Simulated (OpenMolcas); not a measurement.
A calculation on Ni III.

* Program: OpenMolcas
* Method: SS-CASPT2, IPEA 0.25 Eh, imaginary shift 0.1 Eh (closed shells correlated: 3s 3p)
* Basis: ANO-RCC-VTZP [6s5p3d2f1g]
* Scalar Hamiltonian: DKH2, point nucleus
* Active space: 8 electrons in 10 orbitals (3d 4d)
* State averaging: 2S+1 = 3 even, 10 roots; 2S+1 = 1 even, 15 roots
* Spin-orbit coupling: state interaction with AMFI integrals over the reference wave functions, term energies averaged over their components

(1) Which level of the active space comes out lowest?

(2) How high does 3d8 3P2 lie?

(3) How high does 3d8 1G4 lie?

(4) How high does 3d8 3P0 lie?

(5) The level at 13940 cm-1 has J = 2. What is it made of, and what is its g factor?

Measured values: Corliss and Sugar, J. Phys. Chem. Ref. Data 10, 197 (1981).

## Answers

(1) 3d8 3F4, with 100 % of that term; it is also the measured ground level.

(2) 16920 cm-1 above the lowest level; measured 16662 cm-1 above the ground level, so the calculation is off by +2 %.

(3) 23650 cm-1 above the lowest level; measured 23109 cm-1 above the ground level, so the calculation is off by +2 %.

(4) 17480 cm-1 above the lowest level; measured 17231 cm-1 above the ground level, so the calculation is off by +1 %.

(5) 87 % 3d8 1D2, 12 % 3d8 3P; g = 1.060, against 1.000 from Landé's formula for the pure leading term.

CASPT2 does not keep the components of a term degenerate, so their means are used; among the terms shown or strongly mixed into the levels shown the widest spread is 630 cm-1 (3d8 1G). Active for correlation alone: 4d; no level in the range computed is led by a configuration that fills it, so any true level of that kind is missing. Computed and measured levels are paired by configuration, term and J; levels that our copy of the source lacks, or whose pairing is in doubt (as where it misses far off the trend of its configuration), stay unpaired and out of the deviations. Levels of configurations outside the active space are missing.
